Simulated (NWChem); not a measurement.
Molecule: AlCl, singlet; SMILES [Al][Cl]

```xyz
2

Al     0.0000     0.0000    -1.2092
Cl     0.0000     0.0000     0.9377
```
Atoms are numbered in this order, from 1.

Program: NWChem. Pople sets run with spherical d functions. Low-valent species are run as closed-shell singlets; no triplet was tried in these runs. The geometry was optimised at PBE0/def2-SVP. Vertical excitations in the gas phase.

Task: Predict the results for PBE/6-31G*, TDA. Quantities: lowest excitation, singlet (eV); oscillator strength of that lowest state; orbital gap (eV).

Result: The lowest excitation, singlet (eV) is 4.80 and the oscillator strength of that lowest state is 0.243. The orbital gap (eV) comes out as 3.70.
